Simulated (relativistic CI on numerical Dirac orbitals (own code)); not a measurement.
**Level scheme of Pr44+**

Computed by Dirac-Coulomb-Breit CI, KLI orbitals optimised for each configuration, QED by a radiative potential, unscaled Slater integrals (own radial code, finite nucleus).

Configurations in the expansion (outside the closed core [Ne]): 3s²3p³, 3s3p⁴, 3s²3p²3d, 3p⁵, 3s3p³3d, 3p⁴3d, 3s3p²3d², 3s²3p3d4p, 3p⁴4s, 3s3p²3d4s, 3p⁴4p, 3s²3p²4s, 3s²3p²4p, 3p³3d4p, 3s²3p²4d, 3s3p³4s, 3s²3p²4f, 3s3p³4p, 3s3p³4d, 3s3p³4f, 3s²3p²5s, 3s²3p²5p, 3s²3p4s4p, 3s²3p²5d, 3s²3p²5f, 3s²3p²5g, 3s3p²4s², 3s3p³5s, 3s²3p3d², 3s²3d³, 3s3p3d³, 3s²3d²4s, 3s²3d²4p, 3s²3d²4d, 3p³3d², 3p²3d³, 3p²3d²4s, 3p²3d²4p, 3p²3d²4d, 3s²3p3d4s, 3s3p3d²4s, 3s²3d4s², 3s²3d4s4p, 3s²3d4s4d, 3s3p²3d4p, 3s3p3d²4p, 3s3p3d4s4p, 3s3p3d4p², 3s3p3d4p4d, 3p³3d4s, 3p²3d4s², 3p²3d4s4p, 3p²3d4s4d, 3s²3p4s², 3s3p3d4s², 3s²4s²4p, 3s²4s²4d, 3s²3p4p², 3s²3d4p², 3s²4s4p², 3s²4p³, 3s²4p²4d, 3s3p²4s4p, 3s3p4s²4p, 3s3p4s4p², 3s3p4s4p4d. Double excitations out of closed p, d and f shells are left out; levels of such configurations are missing from the list, as are those of other unlisted configurations, and high levels can miss mixing partners. These lack a partner that the ground configuration has and come out too high: 3s²3p²4f, 3s3p³4d, 3s3p³4f, 3s²3p²5s, 3s²3p²5p.

The lowest level is 3s²3p³ ²P°3/2, with 45 % of that term; Hund's rules for 3s²3p³ give ⁴S° with J = 3/2, of which the calculation keeps J, while another term leads.

| No. | Configuration | Term | J | E (10³ cm⁻¹) | % | Next component (%) | Landé g | Lifetime (s) |
| --- | --- | --- | --- | --- | --- | --- | --- | --- |
| 1 | 3s²3p³ | ²P° | 3/2 | 0.0 | 45 | 28 ⁴S° | 1.377 |  |
| 2 | 3s²3p³ | ⁴S° | 3/2 | 895.0 | 53 | 45 ²D° | 1.445 | 7.09e-08 |
| 3 | 3s²3p³ | ²D° | 5/2 | 969.8 | 99 | 1 3s3p³3d ²D° | 1.192 | 3.84e-07 |
| 4 | 3s²3p³ | ²P° | 1/2 | 1063.0 | 98 | 1 3s²3p3d² ²P° | 0.655 | 1.01e-07 |
| 5 | 3s²3p²3d | ²D | 3/2 | 1381.4 | 36 | 36 ⁴F | 0.780 | 2.27e-10 |
| 6 | 3s²3p²3d | ²D | 5/2 | 1654.2 | 25 | 19 ⁴D | 1.249 | 2.33e-11 |
| 7 | 3s3p⁴ | ⁴P | 5/2 | 1903.7 | 60 | 19 ²D | 1.426 | 9.13e-12 |
| 8 | 3s²3p³ | ²P° | 3/2 | 1968.8 | 52 | 28 ²D° | 1.290 | 3.34e-08 |
| 9 | 3s3p⁴ | ²S | 1/2 | 2073.1 | 50 | 31 ⁴P | 2.154 | 7.08e-12 |
| 10 | 3s3p⁴ | ²P | 3/2 | 2076.1 | 28 | 27 ²D | 1.150 | 4.66e-12 |
| 11 | 3s²3p²3d | ²F | 5/2 | 2268.5 | 47 | 45 ⁴F | 0.957 | 3.01e-10 |
| 12 | 3s²3p²3d | ⁴F | 3/2 | 2280.8 | 32 | 30 ⁴D | 0.922 | 2.07e-11 |
| 13 | 3s²3p²3d | ⁴D | 1/2 | 2283.7 | 79 | 16 ²P | 0.210 | 1.98e-10 |
| 14 | 3s²3p²3d | ²G | 7/2 | 2342.6 | 44 | 28 ²F | 1.055 | 7.83e-08 |
| 15 | 3s²3p²3d | ⁴D | 7/2 | 2493.8 | 47 | 37 ⁴F | 1.306 | 2.64e-09 |
| 16 | 3s²3p²3d | ⁴P | 5/2 | 2520.5 | 29 | 27 ²D | 1.210 | 1.45e-12 |
| 17 | 3s²3p²3d | ²P | 3/2 | 2525.1 | 38 | 25 ⁴P | 1.419 | 4.98e-11 |
| 18 | 3s²3p²3d | ²D | 5/2 | 2567.8 | 36 | 28 ⁴D | 1.174 | 7.35e-12 |
| 19 | 3s²3p²3d | ²D | 3/2 | 2572.6 | 25 | 23 ⁴P | 1.235 | 7.71e-13 |
| 20 | 3s²3p²3d | ²G | 9/2 | 2574.4 | 57 | 42 ⁴F | 1.198 | 5.26e-06 |
| 21 | 3s²3p²3d | ²P | 1/2 | 2575.3 | 37 | 36 ⁴P | 1.673 | 1.04e-12 |
| 22 | 3s²3p²3d | ²F | 7/2 | 2722.3 | 48 | 28 ²G | 1.099 | 5.76e-12 |
| 23 | 3s²3p²3d | ²D | 5/2 | 2738.0 | 39 | 27 ²F | 1.212 | 2.67e-12 |
| 24 | 3s²3p²3d | ²D | 3/2 | 2769.8 | 61 | 15 ⁴D | 0.955 | 6.67e-12 |
| 25 | 3s²3p²3d | ²P | 1/2 | 2785.1 | 46 | 34 ²S | 1.302 | 4.66e-12 |
| 26 | 3s3p⁴ | ⁴P | 3/2 | 2908.1 | 48 | 20 ²D | 1.354 | 3.20e-12 |
| 27 | 3s3p⁴ | ²D | 5/2 | 2995.4 | 60 | 15 ⁴P | 1.273 | 3.27e-12 |
| 28 | 3s3p⁴ | ²P | 1/2 | 3126.0 | 40 | 25 ⁴P | 1.311 | 1.69e-12 |
| 29 | 3s3p⁴ | ²P | 3/2 | 3132.5 | 45 | 21 ²D | 1.155 | 1.55e-12 |
| 30 | 3s3p³3d | ⁴D° | 5/2 | 3229.2 | 28 | 26 ⁶D° | 1.305 | 5.24e-11 |
| 31 | 3s3p³3d | ⁶D° | 3/2 | 3242.7 | 32 | 23 ⁴D° | 1.341 | 3.33e-11 |
| 32 | 3s3p³3d | ⁶D° | 1/2 | 3250.1 | 40 | 40 ⁴P° | 2.580 | 5.94e-11 |
| 33 | 3s3p³3d | ⁶D° | 7/2 | 3278.1 | 27 | 24 ⁴F° | 1.324 | 6.59e-11 |
| 34 | 3s3p³3d | ⁴F° | 3/2 | 3390.8 | 26 | 21 ²D° | 0.980 | 7.48e-12 |
| 35 | 3s²3p²3d | ²D | 5/2 | 3441.3 | 28 | 23 ²F | 1.188 | 1.24e-12 |
| 36 | 3s²3p²3d | ²F | 7/2 | 3448.6 | 47 | 20 ⁴F | 1.174 | 1.97e-12 |
| 37 | 3s²3p²3d | ²D | 3/2 | 3454.1 | 27 | 24 ⁴P | 1.181 | 9.41e-13 |
| 38 | 3s²3p²3d | ²P | 1/2 | 3456.5 | 34 | 32 ⁴P | 1.440 | 9.50e-13 |
| 39 | 3s3p³3d | ⁴F° | 9/2 | 3458.9 | 42 | 41 ⁶D° | 1.386 | 5.89e-11 |
| 40 | 3s3p³3d | ⁴G° | 5/2 | 3494.9 | 27 | 26 ²F° | 0.865 | 3.70e-12 |
| 41 | 3s²3p²3d | ²F | 7/2 | 3495.1 | 58 | 25 ⁴D | 1.169 | 9.61e-12 |
| 42 | 3s²3p²3d | ⁴F | 9/2 | 3507.0 | 57 | 42 ²G | 1.232 | 6.11e-08 |
| 43 | 3s3p³3d | ⁴D° | 1/2 | 3518.9 | 47 | 29 ²P° | 0.571 | 3.32e-12 |
| 44 | 3s²3p²3d | ²P | 1/2 | 3532.1 | 40 | 34 ²S | 1.472 | 2.63e-11 |
| 45 | 3s3p³3d | ⁴D° | 5/2 | 3554.6 | 32 | 23 ⁴P° | 1.396 | 8.76e-12 |

Energies count from the lowest computed level; ° marks odd parity; lifetimes are radiative, by E1, M1, E2, M2, E3 decay to levels of this space only.

The mean weight of the leading LS term, summed over parents, in these 45 levels is 44 %, and that of the leading jj configuration (from the same eigenvectors) 85 %, so jj coupling describes them better and the LS labels are nominal.

At this charge energies of transitions that change n are usually good to better than 1 %, and those within a shell (Δn = 0) to a few per cent.

LS names give the leading component of a level, which can be under half, so a name can repeat, a term be missing and a line seem to break the LS rules.
